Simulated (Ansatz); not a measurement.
2 `OB(F)F` → `F[B-]1(F)[OH+][B-](F)(F)[OH+]1`  (dimerisation)

Gas-phase electronic energies from Ansatz, PBE0-D4/def2-TZVP geometries. CBS: MP2 limit from def2 TZ/QZ plus the TZ coupled-cluster correction, frozen cores. This one scheme is used for every species. Functionals use def2-TZVPP. One conformer a species, not always the lowest.

`OB(F)F`:

Z-matrix (Å, degrees):
```
B
O 1 1.345
F 1 1.327 2 122.2
F 1 1.317 2 119.5 3 -180.0
H 2 0.960 1 113.5 3 -0.0
```

`F[B-]1(F)[OH+][B-](F)(F)[OH+]1`:

```xyz
10

F     0.352   -2.145   -0.591
B    -0.300   -1.044   -0.216
F    -1.635   -1.153   -0.040
O     0.375   -0.343    0.988
B     0.546    0.951    0.155
F    -0.341    1.900    0.528
F     1.822    1.324    0.055
O     0.059    0.179   -1.095
H    -0.187   -0.249    1.765
H    -0.690    0.580   -1.548
```

```csv
level,ΔE (kJ/mol)
CAM-B3LYP-D4,-17.0
r2SCANh,-25.7
```

Q: What does CCSD(T)/CBS give? (Estimate.)

A: Computed: -20.1 kJ/mol. The listed levels differ from it by 3.1, -5.6 kJ/mol.

Q: What do rigid-rotor, harmonic-oscillator terms from PBE0-D4/def2-TZVP frequencies (298.15 K, 1 bar) make of the CCSD(T)/CBS value? (Best estimate.)

A: Computed: ΔZPE = +6.6 kJ/mol, ΔH = -16.4 kJ/mol, ΔS = -196 J/(mol·K), ΔG = +42.2 kJ/mol.

Largest T1 diagnostic among the species: 0.012.

From BLYP to BHLYP (50 % exact exchange), in def2-TZVPP and without D4, ΔE moves by −30.5 kJ/mol. The D4 term adds −14.7 kJ/mol with B3LYP and −7.8 kJ/mol with PBE0; it sums over pairs of atoms, weighted by their polarisabilities, and B3LYP, whose exchange is more repulsive, gets the larger term. In def2-TZVPP, CCSD(T) changes the Hartree–Fock value by −53.4 kJ/mol (the triples alone add −5.9 kJ/mol) and MP2 by −52.7 kJ/mol.

B3LYP here is the variant with VWN-RPA as its local correlation; programs differ in this.
